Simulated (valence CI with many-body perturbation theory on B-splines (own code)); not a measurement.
# Sm23+: key properties

Level of theory: valence CI with perturbative core correlation (CI+MBPT): three valence electrons over a frozen Dirac-Fock core [Kr], radial functions for each j: 9 s, 9 p, 10 d, 8 f, 5 g, 3 h, 1 i, with the one-electron correlation potential Σ1 (screened to all orders), the two-electron term Σ2, the three-electron term Σ3, Breit, model QED; selected single and double excitations, second order for the rest (own B-spline code, finite nucleus).

No measured levels were compared; by estimate terms of the open shell hold to 2 to 4 % of their energy, and close levels can change places. Only levels of the ground parity were solved; by the run's estimate the other parity begins above the list, which can be wrong where configurations are misplaced.

Levels are named by their leading jj configuration (3d3/2^4 stands for four electrons in 3d with j = 3/2), which in mixed levels can hold well under half, so a name can repeat and another be missing.

Rates and lifetimes use the calculated energies. Strong lines usually hold to 10 to 20 %, long lifetimes can be off by a factor of two.

Task: What is the ground level?

Result: (4d3/2^3) J=3/2, composition 67 % 4d³ ⁴F + 25 % 4d³ ²D + 5 % 4d³ ²P, g = 0.578.

Task: How well does LS coupling describe the low levels?

Result: Among the lowest 19 levels the leading LS term, summed over configurations, holds 68 % on average. For single configurations the figures are 68 % in LS and 84 % in jj coupling. Terms mix most in the J = 9/2 level at 60048 cm⁻¹, where the leading one holds 42 %.

Task: What is the ionisation energy?

Result: 742.68 eV; NIST lists 742 ± 4 eV (theoretical).
